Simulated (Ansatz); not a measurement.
`[F][Ge]([F])([F])[Cl]` + H–F → `[F][Ge]([F])([F])[F]` + HCl  (ligand exchange at a Ge–Cl bond)

Calculated with Ansatz (gas phase, PBE0-D4/def2-TZVP geometries, no zero-point term in ΔE). CCSD(T)/CBS adds triple-zeta CCSD(T) − MP2 to the extrapolated MP2 energy (def2 sets, frozen cores). This one scheme is used for every species. DFT in def2-TZVPP. B3LYP here is the variant with VWN-RPA as its local correlation; programs differ in this. For Ge outer-core shells are correlated without core-valence functions, which leaves a few kJ/mol of doubt a bond. Scalar relativity is left out up to krypton.

```json
{"level": "LDA (SPW92)", "ΔE (kcal/mol)": "3.7", "difference from CCSD(T)/CBS": "0.3"}
{"level": "PBE-D4", "ΔE (kcal/mol)": "3.9", "difference from CCSD(T)/CBS": "0.5"}
{"level": "BLYP-D4", "ΔE (kcal/mol)": "2.7", "difference from CCSD(T)/CBS": "-0.7"}
{"level": "r2SCANh-D4", "ΔE (kcal/mol)": "2.6", "difference from CCSD(T)/CBS": "-0.8"}
{"level": "BLYP", "ΔE (kcal/mol)": "1.3", "difference from CCSD(T)/CBS": "-2.1"}
{"level": "PBE0", "ΔE (kcal/mol)": "3.5", "difference from CCSD(T)/CBS": "0.1"}
{"level": "B3LYP", "ΔE (kcal/mol)": "1.7", "difference from CCSD(T)/CBS": "-1.7"}
{"level": "r2SCANh", "ΔE (kcal/mol)": "2.4", "difference from CCSD(T)/CBS": "-1.0"}
{"level": "BHLYP", "ΔE (kcal/mol)": "1.6", "difference from CCSD(T)/CBS": "-1.8"}
{"level": "CCSD/CBS(def2)", "ΔE (kcal/mol)": "3.1", "difference from CCSD(T)/CBS": "-0.3"}
{"level": "CCSD(T)/CBS", "ΔE (kcal/mol)": "3.4", "difference from CCSD(T)/CBS": "0"}
```

Largest T1 diagnostic among the species: 0.012.

The D4 term adds +1.2 kcal/mol with B3LYP and +0.6 kcal/mol with PBE0; it sums over pairs of atoms, weighted by their polarisabilities, and B3LYP, whose exchange is more repulsive, gets the larger term. At CCSD(T), def2-SVP lies −3.6 kcal/mol from the extrapolated value and def2-TZVPP −1.7 kcal/mol.
